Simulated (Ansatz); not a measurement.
Born–Oppenheimer molecular dynamics of CH$_{4}$F$_{2}$OTi (9 atoms, charge 0, multiplicity 1). It starts at the highest image of a converged band. Of that band: The profile has 2 maxima (images 5, 8) with wells between them (image 7): this band takes more than one step, which may be the mechanism or a detour left from its start path. A vibrational analysis at the climbing image gives one clearly imaginary mode, 1434i cm⁻¹: a first-order saddle point.

Level of theory: Ansatz 0.2.0, UKS PBE0-D4/def2-SVP.

* ensemble: NVE (velocity Verlet)
* time step: 0.5 fs
* steps asked: 200
* starting velocities drawn for: 300 K
* seed: 7498

First frame:

```xyz
9
Properties=species:S:1:pos:R:3
Ti -0.837 -0.742 -0.169
C 0.746 0.779 -0.051
O -0.334 -1.138 1.372
H 0.388 -0.181 0.975
F -2.425 0.003 -0.239
F -0.460 -1.953 -1.384
H 0.128 1.667 -0.264
H 1.311 0.489 -0.953
H 1.484 1.075 0.711
```

(1) How far do the bonds stretch over the last three quarters of this one trajectory? (Pairs bonded in most of those frames.)

Results:

(1) 
```
  bond  mean (Å)  spread (Å)  shortest  longest
Ti1–O3     1.587       0.024      1.55     1.63
Ti1–F5     1.781       0.024      1.73     1.81
Ti1–F6     1.780       0.029      1.73     1.82
 C2–H4     1.108       0.021      1.07     1.15
 C2–H7     1.109       0.022      1.06     1.15
 C2–H8     1.113       0.037      1.05     1.17
 C2–H9     1.105       0.026      1.06     1.15
```

Mean temperature of the second half: 856 K. The conserved energy stayed within 0.24 meV per atom of its start (net change 0.081 meV per atom), so the integration is sound. The kinetic energy rose, since the run started high on the potential surface and went downhill. It ends in pieces (CH4 + F2OTi), so much of that is their flight and rotation, not heat. A run of 0.1 ps of so small a system gives no equilibrium averages. The orbitals were unrestricted but ended closed-shell.

Run time: 17 min on 4 threads of Arm Neoverse N1, on a shared host, peak memory 0.37 GiB.
